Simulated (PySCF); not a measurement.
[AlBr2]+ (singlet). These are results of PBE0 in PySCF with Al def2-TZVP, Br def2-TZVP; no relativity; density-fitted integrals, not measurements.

Harmonic bands of its minimum:

| ω (cm⁻¹) | IR (km/mol, summed over degenerate members) | degeneracy |
| --- | --- | --- |
| 118 | 65.4 | 2 |
| 259 | 0.0 | 1 |
| 673 | 149 | 1 |

Question: The central atom is Al. Infer the point group and assign the bands.

Answer: D∞h. The modes span πu + σg+ + σu+: 118 πu, 259 σg+, 673 σu+. The computed geometry has Al–Br 2.149 Å (×2); Br–Al–Br 180.0°.

Other isomers or separated fragments may lie lower.
